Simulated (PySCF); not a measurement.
**Exact mass, isotope pattern and composition**

Species: `[As]#[As]`.

All values are calculated from tables of isotopes.

Problem. What are the average molar mass and the monoisotopic mass?

Solution. For As2, with standard atomic weights, 2 × 74.922 = 149.844 g/mol. From the most abundant isotopes (75As), 2 × 74.921597 = 149.8432 u.

Problem. What cluster does the molecular ion M+• show when like nominal masses merge?

Solution. 
```json
{"nominal mass": "150", "m/z (centroid)": "149.8426", "relative intensity": "100.0"}
```

Cut off at 0.1 %. One electron mass, 0.00055 u, is taken off.

Problem. Count the protons, neutrons and electrons of the monoisotopic species, and give its exact less its nominal mass.

Solution. 66 protons, 84 neutrons and 66 electrons; 149.8432 − 150 = -0.1568 u.

Problem. Which m/z would the protonated and sodiated molecule have?

Solution. [M+H]+ 150.8505, [M+Na]+ 172.8324, for the monoisotopic species (arithmetic only; whether such ions form is another matter).

Problem. What share of all molecules is the monoisotopic species?

Solution. 1^2 = 100.00 %.

Problem. Elemental analysis, calculated?

Solution. As 100.00 %.
